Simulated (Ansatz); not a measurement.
BFH₃NO (`NB(O)F`), 7 atoms. Charge 0, multiplicity 1. All runs use 2 threads of a server CPU on a shared host. Correlated methods freeze the cores. Open-shell runs search over several starts.

Give the basis size and wall time and peak host memory of each of these runs in Ansatz. RKS PBE-QIDH (frozen core)/def2-TZVPP energy; UKS PBE-D4/def2-TZVPP energy of the cation; RKS ωB97M-V/def2-QZVPP energy; UHF-CCSD(T)/def2-TZVPP energy of the cation; RHF-MP2/def2-QZVPP energy; RKS PBE0-D4/def2-QZVPP energy; RKS PBE0-D4/def2-SVP energy; direct RPA on PBE orbitals/def2-TZVPP energy; UKS PBE0-D4/def2-TZVPP energy of the cation; UKS r2SCAN-D4/def2-TZVPP energy of the cation; UKS B2PLYP (frozen core)/def2-TZVPP energy of the cation; UHF-MP2/def2-QZVPP energy of the cation. (Estimate.)

Ansatz gave: Other jobs shared the machine, so times are rough.

| level | job | functions | wall time | peak host memory (GiB) |
| --- | --- | --- | --- | --- |
| RKS PBE0-D4/def2-SVP | energy | 71 | 0.6 s | 0.14 |
| RKS PBE-QIDH (frozen core)/def2-TZVPP | energy | 166 | 2.4 s | 0.29 |
| direct RPA on PBE orbitals/def2-TZVPP | energy | 166 | 2.5 s | 0.29 |
| UKS PBE0-D4/def2-TZVPP | energy of the cation | 166 | 2.6 s | 0.35 |
| UKS PBE-D4/def2-TZVPP | energy of the cation | 166 | 3.2 s | 0.24 |
| RKS PBE0-D4/def2-QZVPP | energy | 318 | 3.8 s | 0.78 |
| UKS B2PLYP (frozen core)/def2-TZVPP | energy of the cation | 166 | 4.3 s | 0.38 |
| UKS r2SCAN-D4/def2-TZVPP | energy of the cation | 166 | 4.3 s | 0.24 |
| RKS ωB97M-V/def2-QZVPP | energy | 318 | 8 s | 0.94 |
| RHF-MP2/def2-QZVPP | energy | 318 | 8.5 s | 1.1 |
| UHF-MP2/def2-QZVPP | energy of the cation | 318 | 16 s | 1.1 |
| UHF-CCSD(T)/def2-TZVPP | energy of the cation | 166 | 110 s | 3.7 |
